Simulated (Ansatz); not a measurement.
Reaction (atomization): `OCC1=CB1` → B• + 3 C• + 5 H• + O•

Computed with Ansatz on PBE0-D4/def2-TZVP structures; ΔE is electronic, products minus reactants. CCSD(T)/CBS adds triple-zeta CCSD(T) − MP2 to the extrapolated MP2 energy (def2 sets, frozen cores). This one scheme is used for every species, atoms too. DFT in def2-TZVPP. Open shells (•) are unrestricted, without spin–orbit coupling. Spin–orbit coupling would lower the free atoms: a little for B, C, O. One conformer a species, not always the lowest.

```json
{"species": "`OCC1=CB1`", "r2SCAN0-D4 energy (Eh)": "-217.26671"}
{"species": "B•", "r2SCAN0-D4 energy (Eh)": "-24.63894"}
{"species": "C•", "r2SCAN0-D4 energy (Eh)": "-37.83406"}
{"species": "H•", "r2SCAN0-D4 energy (Eh)": "-0.49987"}
{"species": "O•", "r2SCAN0-D4 energy (Eh)": "-75.05636"}
```

Q: Work out ΔE.

A: ΔE = 5 × (-0.49987) + 3 × (-37.83406) + (-24.63894) + (-75.05636) − (-217.26671) = 1.56988 Eh = +42.72 eV. CCSD(T)/CBS gives +42.90 eV.

Largest T1 diagnostic among the species: 0.014.

From r2SCAN to r2SCAN0 (25 % exact exchange), in def2-TZVPP and without D4, ΔE moves by −0.71 eV: exact exchange takes away binding that semilocal exchange gives to molecules. In def2-TZVPP, CCSD(T) changes the Hartree–Fock value by +10.30 eV (the triples alone add +0.72 eV) and MP2 by +11.46 eV; breaking electron pairs costs correlation energy, which Hartree–Fock lacks.

For atomizations the MP2-based limit and the directly extrapolated one differ by several kJ/mol either way, and by 10 to 25 for some Ge, Se and Sn compounds, so smaller differences from it don't rank the levels.
